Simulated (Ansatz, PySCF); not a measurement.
SnBr, SMILES [Br][Sn] (connectivity only; charge and spin as stated), neutral, multiplicity 2. Atoms are numbered in the order given.

```xyz
2

Sn     0.0000     0.0000    -1.0505
Br     0.0000     0.0000     1.4960
```
Charge 0, spin multiplicity 2.

The structure is a stationary point at B3LYP-D3(BJ)/def2-TZVP. The multiplicity is an assumed one; other spin states were not compared. The def2 effective core potentials stand for the cores of Sn; spin–orbit coupling is left out.

Two levels are set side by side: PBE-D3(BJ)/def2-TZVP (Ansatz, a first-principles code) and B3LYP-D3(BJ)/def2-TZVP (Ansatz). Each level has its own optimised geometry; the coordinates shown are those of the second. Frequencies come from the Hessian of PySCF at each geometry. Differences are taken from unrounded values.

| quantity | B3LYP-D3(BJ) |
|---|---|
| bond Sn1–Br2 (Å) | 2.546 |
| highest harmonic wavenumber (cm⁻¹) | 233 |
| mean harmonic wavenumber (cm⁻¹) | 233 |
| zero-point energy (kcal/mol) | 0.33 |

Problem. What does PBE-D3(BJ) give, and how far is it from B3LYP-D3(BJ)? (The exact figures need the calculation; the answer reports its results.)

Solution. 
```json
[
 {"quantity": "bond Sn1–Br2 (Å)", "PBE-D3(BJ)": "2.541", "PBE-D3(BJ) minus B3LYP-D3(BJ)": "-0.006"},
 {"quantity": "highest harmonic wavenumber (cm⁻¹)", "PBE-D3(BJ)": "234", "PBE-D3(BJ) minus B3LYP-D3(BJ)": "1"},
 {"quantity": "mean harmonic wavenumber (cm⁻¹)", "PBE-D3(BJ)": "234", "PBE-D3(BJ) minus B3LYP-D3(BJ)": "1"},
 {"quantity": "zero-point energy (kcal/mol)", "PBE-D3(BJ)": "0.33", "PBE-D3(BJ) minus B3LYP-D3(BJ)": "0.00"}
]
```

On these quantities the two levels nearly agree.
